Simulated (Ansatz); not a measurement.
Consider the formal hydrolysis of a Ga–Ge bond: `C#[C][GeH2][GaH][NH2]` + H₂O → `[NH2][GaH][OH]` + `C#[C][GeH3]`.

Isolated molecules relaxed with PBE0-D4/def2-TZVP in Ansatz; ΔE leaves out vibrations. CCSD(T)/CBS is the MP2 limit (def2-TZVPP, def2-QZVPP) plus CCSD(T) − MP2 in def2-TZVPP, frozen cores. This one scheme is used for every species. For Ga, Ge outer-core shells are correlated without core-valence functions, which leaves a few kJ/mol of doubt a bond. Scalar relativity is left out up to krypton. Each species was taken in one conformer, which may not be the lowest.

`C#[C][GeH2][GaH][NH2]`:

```xyz
11

C     0.134   -2.857    1.506
C    -0.045   -2.117    0.571
Ge   -0.329   -0.868   -0.841
Ga   -0.529    1.352    0.149
N     0.675    2.591   -0.403
H     0.291   -3.522    2.324
H    -1.596   -1.322   -1.590
H     0.863   -1.004   -1.808
H    -1.584    1.805    1.210
H     1.408    2.408   -1.066
H     0.712    3.534   -0.053
```

H₂O:

Z-matrix (Å, degrees):
```
O
H 1 0.960
H 1 0.960 2 105.1
```

`[NH2][GaH][OH]`:

Z-matrix (Å, degrees):
```
N
Ga 1 1.813
H 1 1.005 2 123.2
H 1 1.005 2 124.9 3 180.0
O 2 1.789 1 117.7 3 -180.0
H 2 1.547 1 124.0 3 0.0
H 5 0.959 2 114.5 1 0.0
```

`C#[C][GeH3]`:

```xyz
7

C     0.311   -1.124    1.629
C     0.124   -0.448    0.650
Ge   -0.170    0.617   -0.895
H     0.476   -1.723    2.496
H    -0.497    2.047   -0.449
H     1.102    0.605   -1.749
H    -1.345    0.026   -1.682
```

```json
{"species": "`C#[C][GeH2][GaH][NH2]`", "CCSD(T)/CBS(def2) energy (Eh)": "-4134.43449"}
{"species": "H₂O", "CCSD(T)/CBS(def2) energy (Eh)": "-76.37941"}
{"species": "`[NH2][GaH][OH]`", "CCSD(T)/CBS(def2) energy (Eh)": "-2056.27372"}
{"species": "`C#[C][GeH3]`", "CCSD(T)/CBS(def2) energy (Eh)": "-2154.54588"}
```

Question: Work out ΔE.

Answer: ΔE = (-2056.27372) + (-2154.54588) − (-4134.43449) − (-76.37941) = -0.00570 Eh = -15.0 kJ/mol.

Largest T1 diagnostic among the species: 0.014.

The D4 term adds +6.7 kJ/mol with B3LYP and +4.0 kJ/mol with PBE0; it sums over pairs of atoms, weighted by their polarisabilities, and B3LYP, whose exchange is more repulsive, gets the larger term. In def2-TZVPP, CCSD(T) changes the Hartree–Fock value by +18.1 kJ/mol (the triples alone add +1.8 kJ/mol) and MP2 by +16.2 kJ/mol.

B3LYP here is the variant with VWN-RPA as its local correlation; programs differ in this.
